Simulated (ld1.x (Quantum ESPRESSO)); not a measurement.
## Building the RRKJ potential for chlorine (LDA (PZ), non-relativistic).

ld1.x (Quantum ESPRESSO) 7.5 input, shortened:

```
&input
   title='Cl', zed=17., rel=0, dft='PZ', iswitch=3,
   config='[Ne] 3s1 3p6 3d-2'
 /
 &inputp
   pseudotype=2, tm=.false., rho0=0.005, lloc=-1, rcloc=1.10,
   nlcc=.true., new_core_ps=.true., rcore=0.90
 /
3
3S  1  0   1.00   0.00  1.15  1.15  0.0
3P  2  1   6.00   0.00  1.50  1.50  0.0
3D  3  2  -2.00  -0.15  1.40  1.40  0.0
 &test
   configts(1)='3s1 3p6'
 /
```

Poles of the logarithmic derivatives, all-electron (AE) and pseudo (PS). s: poles at 1.7 (AE) and 1.4 (PS) Ry. p: poles at 3.0 (AE) and 2.8 (PS) Ry. d: poles at 4.1 (AE) and 4.2 (PS) Ry. Test radius 1.65 bohr.

* Cutoffs needed: 45 Ry and 70 Ry (the cutoffs (Ry, on a coarse ladder) from which the occupation-weighted sum of valence levels, in a spherical-Bessel basis at the reference potential, stays within 10 and 1 mRy of its value at 400 Ry)
* Ghost test: no extra level below or beside the all-electron valence levels (s, p, d, f tested) (spherical-Bessel basis up to 400 Ry, 20 bohr box)
* Largest excitation error: +331 meV (all-electron minus pseudo) for 3s2 3p1, out of 7 test configurations
